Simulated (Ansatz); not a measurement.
`c1ccc(CCc2ccccc2)cc1` + `CC` → `CCCCc1ccccc1` + `c1ccccc1`  (formal exchange of groups at a C–C bond)

Computed with Ansatz on PBE0-D4/def2-TZVP structures; ΔE is electronic, products minus reactants. CCSD(T)/CBS adds triple-zeta CCSD(T) − MP2 to the extrapolated MP2 energy (def2 sets, frozen cores). This one scheme is used for every species. Functionals use def2-TZVPP. B3LYP here is the variant with VWN-RPA as its local correlation; programs differ in this. Each species was taken in one conformer, which may not be the lowest.

Q: Is it downhill or uphill in electronic energy at CCSD(T)/CBS, and by how much? (An estimate is asked.)

A: The calculation gave: Uphill: ΔE = +0.17 eV.

Q: What do these levels give: PBE-D4, PBE0-D4, B3LYP-D4, PBE, PBE0, CCSD/def2-TZVPP, CCSD(T)/def2-TZVPP, MP2/def2-QZVPP, SCS-MP2/def2-QZVPP, HF/CBS(def2), MP2/CBS(def2), CCSD/CBS(def2)? (Estimate.)

A: The calculation gave: PBE-D4 0.19, PBE0-D4 0.19, B3LYP-D4 0.20, PBE 0.09, PBE0 0.08, CCSD/def2-TZVPP 0.14, CCSD(T)/def2-TZVPP 0.18, MP2/def2-QZVPP 0.27, SCS-MP2/def2-QZVPP 0.21, HF/CBS(def2) -0.01, MP2/CBS(def2) 0.26, CCSD/CBS(def2) 0.12 eV.

Largest T1 diagnostic among the species: 0.010.

The D4 term adds +0.16 eV with B3LYP and +0.11 eV with PBE0; it sums over pairs of atoms, weighted by their polarisabilities, and B3LYP, whose exchange is more repulsive, gets the larger term. In def2-TZVPP, CCSD(T) changes the Hartree–Fock value by +0.19 eV (the triples alone add +0.04 eV) and MP2 by +0.28 eV.
